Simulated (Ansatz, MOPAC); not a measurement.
Reaction (SMILES): [O]([GeH3])CC -> [CH2]C[O][GeH3] + H atom (the C-H bond breaks)

Wanted: bond dissociation energy (enthalpy at 298 K), in kcal/mol. Set-up: LANL2DZ with its own core potentials from Na on; no spin-orbit coupling; dispersion terms only where a functional's name holds one; open shells spin-unrestricted; non-relativistic. First-principles rows: single points at B3LYP-D3(BJ) geometries (Ansatz, a program for electronic structure), with unscaled harmonic terms from B3LYP/6-31G* (LANL2DZ past Ar) (Ansatz) at its own minima. Semi-empirical rows: MOPAC heats of formation at their own minima for 298 K.

| species | coefficient | E at B3LYP/LANL2DZ (Ansatz), Eh | E at PBE0/def2-TZVPD (Ansatz), Eh | H(298 K) - E, kcal/mol | heat of formation at PM6 (MOPAC), kcal/mol |
|---|---|---|---|---|---|
| CC[O][GeH3] | -1 | -159.99527 | -2232.87021 | 63.43 | -36.55 |
| [CH2]C[O][GeH3] | +1 | -159.32244 | -2232.20017 | 53.87 | -3.14 |
| H atom | +1 | -0.49891 | -0.50104 | 1.48 | 52.10 |

 1 Eh = 627.5095 kcal/mol.

**Question.** Work the quantity out at each level.

**Answer.** 
- B3LYP/LANL2DZ: the sum of coefficient times E is 0.17392 Eh, or 109.14 kcal/mol; the thermal terms add -8.08. Result: 101.1 kcal/mol.
- PBE0/def2-TZVPD: the sum of coefficient times E is 0.16900 Eh, or 106.05 kcal/mol; the thermal terms add -8.08. Result: 98.0 kcal/mol.
- PM6: the sum of coefficient times heat of formation is 85.51 kcal/mol; it needs no thermal term.
